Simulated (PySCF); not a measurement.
Cartesian coordinates (Å):
SMILES: B
```xyz
4

B      0.0000     0.0000     0.0000
H     -0.8809    -0.7992    -0.0001
H     -0.2516     1.1625    -0.0001
H      1.1326    -0.3633     0.0002
```
Charge 0, spin multiplicity 1.

**Question.** Estimate the HOMO–LUMO gap, LUMO and HOMO that M06-2X/def2-TZVP // B3LYP-D3(BJ)/def2-TZVP (PySCF) returns for this input.

**Answer.** 
| Quantity | Result |
|---|---|
| HOMO–LUMO gap | 10.25 eV |
| LUMO | -1.00 eV |
| HOMO | -11.25 eV |
